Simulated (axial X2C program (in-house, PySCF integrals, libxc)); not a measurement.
How long does CaC⁺ take?

A bond scan computed with an in-house all-electron X2C program for linear molecules (integrals from PySCF). Basis: Ca dyall-cv3z [11s12p6d4f], C dyall-v3z [7s6p2d1f] (cores contracted in-house).

Input file and command:
```json
{"zs": [20, 6], "q": 1, "bas": ["dyall-cv3z", "dyall-v3z"], "levels": ["PBE0", "HF", "PBE50"], "cc": true, "r0": 2.14, "thr": -2.0, "nmax": 90, "npts": 10, "nst": 2, "ntry": 6}
```
```bash
python so2c.py task.json out
```

Keys: zs atomic numbers; q charge; bas basis sets; levels methods; cc coupled cluster on or off; r0 starting distance in Å; thr threshold in hartree for freezing inner shells (an s shell follows its p shell); nmax most natural virtual spinors; npts points on the curve; nst determinants followed; ntry starts of the search. HF also brings MP2.

Hardware: 1 thread of Arm Neoverse V2, on a shared host.

Wall time of one point of each curve, integrals apart:

```csv
Hamiltonian,level,points,seconds a point
spin-free,PBE0,10,0.31
spin-free,HF,10,0.12
spin-free,"CCSD(T) (13 electrons, 89 virtuals)",7,3.7
spin-free,PBE50,10,0.3
2c,PBE0,10,0.39
2c,HF,10,0.19
2c,"CCSD(T) (13 electrons, 90 virtuals)",7,4
2c,PBE50,10,0.36
```

The rest:

Search with its distance optimisation 8.4 s, atoms 9.2 s, whole task 94 s. Coupled cluster runs on the points near the minimum only. The program drops outer points, and coupled cluster, when its time limit (not in the input) nears; MP2, further determinants and curves that did not converge are not in the table.
